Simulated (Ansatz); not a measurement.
Basis-set extrapolation for `FC(F)C[SiH3]` (PBE0-D4/def2-TZVP geometry, frozen core, Ansatz 0.2.0). Multiplicity 1, RHF reference.

|  | def2-TZVPP | def2-QZVPP |
| --- | --- | --- |
| HF | -567.172558 | -567.193845 |
| MP2 correlation | -0.964794 | -1.044561 |
| CCSD(T) correlation | -1.038969 | not run |

Energies in hartree. Use E(X) = E(∞) + A·exp(−7.88·√X) for Hartree–Fock and E(X) = E(∞) + B·X^(−2.97) for correlation, with X = 3 and 4, and add CCSD(T) minus MP2 of the smaller set to the MP2 limit.

Task: What is the CCSD(T) energy at the basis-set limit?

Result: HF limit: -567.193845 + (-0.021287) × 0.13774 = -567.19678. MP2 limit: -1.044561 + (-0.079767) × 0.74074 = -1.10365. Higher-order term: -1.038969 − (-0.964794) = -0.07417. Total: -568.37460 hartree, 4.44 eV below CCSD(T)/def2-TZVPP.
